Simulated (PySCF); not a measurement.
MoS4 (SMILES [S]=[Mo-2](=[S])(=[S])=[S]), charge -2, singlet, at a GFN2-xTB geometry (such geometries of metal compounds can be far from the true shape) (core potentials on Mo) (in this run its highest filled SCF level lies above zero, so its values depend strongly on the basis, on diffuse functions most of all); DF-B3LYP/def2-SV(P) (PySCF).

The PySCF input:
```python
from pyscf import gto, scf, dft

mol = gto.Mole()
mol.atom = '''
    Mo    0.000000   -0.000000   -0.000000
    S     1.333677   -0.579743   -1.660205
    S     1.169802    0.149406    1.865561
    S    -0.924682    1.953522   -0.446979
    S    -1.578797   -1.523185    0.241622
'''
mol.basis = 'def2-sv(p)'
mol.ecp = {'Mo': 'def2-sv(p)'}
mol.charge = -2
mol.spin = 0
mol.verbose = 4
mol.build()

mf = dft.RKS(mol)
mf.xc = 'b3lyp'
mf = mf.density_fit(auxbasis='def2-universal-jkfit')
mf.kernel()
mf.analyze()
```

What the program printed (banner, timings and long lists left out):

```
PySCF version 2.14.0

[INPUT] verbose = 4
[INPUT] num. atoms = 5
[INPUT] num. electrons = 80
[INPUT] charge = -2
[INPUT] spin (= nelec alpha-beta = 2S) = 0
[INPUT] symmetry False subgroup None
[INPUT] Mole.unit = angstrom
[INPUT] Symbol           X                Y                Z      unit          X                Y                Z       unit  Magmom
[INPUT]  1 Mo     0.000000000000   0.000000000000   0.000000000000 AA    0.000000000000   0.000000000000   0.000000000000 Bohr   0.0
[INPUT]  2 S      1.333677000000  -0.579743000000  -1.660205000000 AA    2.520284268632  -1.095555492634  -3.137332760634 Bohr   0.0
[INPUT]  3 S      1.169802000000   0.149406000000   1.865561000000 AA    2.210605399968   0.282336421367   3.525399358670 Bohr   0.0
[INPUT]  4 S     -0.924682000000   1.953522000000  -0.446979000000 AA   -1.747395732315   3.691621558313  -0.844667893432 Bohr   0.0
[INPUT]  5 S     -1.578797000000  -1.523185000000   0.241622000000 AA   -2.983493936285  -2.878402487046   0.456599405670 Bohr   0.0

nuclear repulsion = 440.35632263238
number of shells = 42
number of NR pGTOs = 194
number of NR cGTOs = 96
basis = def2-sv(p)
ecp = {'Mo': 'def2-sv(p)'}

******** <class 'pyscf.df.df_jk.DFRKS'> ********
method = DFRKS
initial guess = minao
damping factor = 0
level_shift factor = 0
DIIS = <class 'pyscf.scf.diis.CDIIS'>
diis_start_cycle = 1
diis_space = 8
diis_damp = 0
SCF conv_tol = 1e-09
SCF conv_tol_grad = None
SCF max_cycles = 50
direct_scf = False
XC library pyscf.dft.libxc version 7.1.2
    S. Lehtola, C. Steigemann, M. J. T. Oliveira, and M. A. L. Marques,  SoftwareX 7, 1–5 (2018)
XC functionals = b3lyp
    P. J. Stephens, F. J. Devlin, C. F. Chabalowski, and M. J. Frisch,  J. Phys. Chem. 98, 11623 (1994)
radial grids:
    Treutler-Ahlrichs [JCP 102, 346 (1995); DOI:10.1063/1.469408] (M4) radial grids

becke partition: Becke, JCP 88, 2547 (1988); DOI:10.1063/1.454033
pruning grids: <function nwchem_prune>
grids dens level: 3
symmetrized grids: False
atomic radii adjust function: <function treutler_atomic_radii_adjust>
small_rho_cutoff = 0
Set gradient conv threshold to 3.16228e-05
Initial guess from minao.
tot grids = 97960
******** <class 'pyscf.df.df.DF'> ********
auxbasis = def2-universal-jkfit
init E= -1653.08313945865
  HOMO = -0.460805251621022  LUMO = -0.363775839196114  gap/eV = 2.64030
cycle= 1 E= -1660.52917423161  delta_E= -7.45  |g|= 0.802  |ddm|= 3.72
  HOMO = 0.19505459925172  LUMO = 0.349239649372755  gap/eV = 4.19559
cycle= 2 E= -1659.73965804378  delta_E= 0.79  |g|= 1.76  |ddm|= 3.11
  HOMO = 0.143548898570396  LUMO = 0.237920422376497  gap/eV = 2.56798
cycle= 3 E= -1660.46881445662  delta_E= -0.729  |g|= 1.08  |ddm|= 2.65
  HOMO = 0.111821349012311  LUMO = 0.234506088080736  gap/eV = 3.33842
cycle= 4 E= -1660.72578012864  delta_E= -0.257  |g|= 0.239  |ddm|= 0.645
  HOMO = 0.108381926210343  LUMO = 0.239500372752482  gap/eV = 3.56791
cycle= 5 E= -1660.73978110005  delta_E= -0.014  |g|= 0.0293  |ddm|= 0.176
  HOMO = 0.109120390036115  LUMO = 0.241653574769897  gap/eV = 3.60641
cycle= 6 E= -1660.73999251729  delta_E= -0.000211  |g|= 0.00505  |ddm|= 0.0286
  HOMO = 0.109142972326129  LUMO = 0.241843091424449  gap/eV = 3.61095
cycle= 7 E= -1660.73999918218  delta_E= -6.66e-06  |g|= 0.000309  |ddm|= 0.00434
  HOMO = 0.109149024885944  LUMO = 0.241839760000973  gap/eV = 3.61070
cycle= 8 E= -1660.73999917423  delta_E= 7.95e-09  |g|= 0.00032  |ddm|= 0.000653
  HOMO = 0.109137921242791  LUMO = 0.241838351970958  gap/eV = 3.61096
cycle= 9 E= -1660.73999921019  delta_E= -3.6e-08  |g|= 8.41e-05  |ddm|= 0.000436
  HOMO = 0.109138221909913  LUMO = 0.24183647937765  gap/eV = 3.61090
cycle= 10 E= -1660.73999921203  delta_E= -1.84e-09  |g|= 5.76e-06  |ddm|= 8.82e-05
  HOMO = 0.109138190683583  LUMO = 0.241836716524174  gap/eV = 3.61091
cycle= 11 E= -1660.73999921203  delta_E= -5e-12  |g|= 3.03e-07  |ddm|= 4.91e-06
  HOMO = 0.109138167896089  LUMO = 0.241836680963078  gap/eV = 3.61091
Extra cycle  E= -1660.73999921203  delta_E= 1.36e-12  |g|= 7.33e-07  |ddm|= 1.19e-06
converged SCF energy = -1660.73999921203
**** SCF Summaries ****
Total Energy =                       -1660.739999212032444
Nuclear Repulsion Energy =             440.356322632379658
One-electron Energy =                -3223.594593645544592
Two-electron Energy =                 1122.498271801132432
Two-electron Coulomb Energy =         1233.626691644698440
DFT Exchange-Correlation Energy =     -111.128419843565908
HOMO-LUMO gap [eV] =                     3.610910463345862
**** MO energy ****
MO #1   energy= -88.4733411164433  occ= 2
MO #2   energy= -88.4732905300366  occ= 2
MO #3   energy= -88.4732891758129  occ= 2
MO #4   energy= -88.4732877740334  occ= 2
MO #5   energy= -7.56976180025776  occ= 2
MO #6   energy= -7.56973190892243  occ= 2
MO #7   energy= -7.56973073294593  occ= 2
MO #8   energy= -7.56972898163332  occ= 2
MO #9   energy= -5.53574797757812  occ= 2
MO #10  energy= -5.53574290230638  occ= 2
MO #11  energy= -5.53574063286253  occ= 2
MO #12  energy= -5.53573515823501  occ= 2
MO #13  energy= -5.53363645728862  occ= 2
MO #14  energy= -5.53363545568566  occ= 2
MO #15  energy= -5.53363080745492  occ= 2
MO #16  energy= -5.53363000052818  occ= 2
MO #17  energy= -5.53362212456852  occ= 2
MO #18  energy= -5.53361882959758  occ= 2
MO #19  energy= -5.53361613901336  occ= 2
MO #20  energy= -5.53361569099335  occ= 2
MO #21  energy= -2.29751102829333  occ= 2
MO #22  energy= -1.29186001369654  occ= 2
MO #23  energy= -1.29185969729706  occ= 2
MO #24  energy= -1.29185938283908  occ= 2
MO #25  energy= -0.328910117257832 occ= 2
MO #26  energy= -0.311683486825849 occ= 2
MO #27  energy= -0.311683124296748 occ= 2
MO #28  energy= -0.311683042720431 occ= 2
MO #29  energy= 0.00279861719179778 occ= 2
MO #30  energy= 0.00279866781818837 occ= 2
MO #31  energy= 0.00279878284287851 occ= 2
MO #32  energy= 0.0155086730300627 occ= 2
MO #33  energy= 0.0155088008074795 occ= 2
MO #34  energy= 0.01697541190347   occ= 2
MO #35  energy= 0.0628232888199509 occ= 2
MO #36  energy= 0.0628235082576045 occ= 2
MO #37  energy= 0.062823513234848  occ= 2
MO #38  energy= 0.109136759160823  occ= 2
MO #39  energy= 0.109137685123037  occ= 2
MO #40  energy= 0.109138167896089  occ= 2
MO #41  energy= 0.241836680963078  occ= 0
MO #42  energy= 0.241836820146728  occ= 0
MO #43  energy= 0.283283622732567  occ= 0
MO #44  energy= 0.283283664754059  occ= 0
MO #45  energy= 0.283283864064905  occ= 0
MO #46  energy= 0.30987390361577   occ= 0
MO #47  energy= 0.352193422915455  occ= 0
MO #48  energy= 0.35219438238375   occ= 0

WARN: System has nonzero charge -2; the dipole moment is origin-dependent.
Location of origin: [0. 0. 0.]

Dipole moment(X, Y, Z, Debye): -0.00000, -0.00003, -0.00001
```
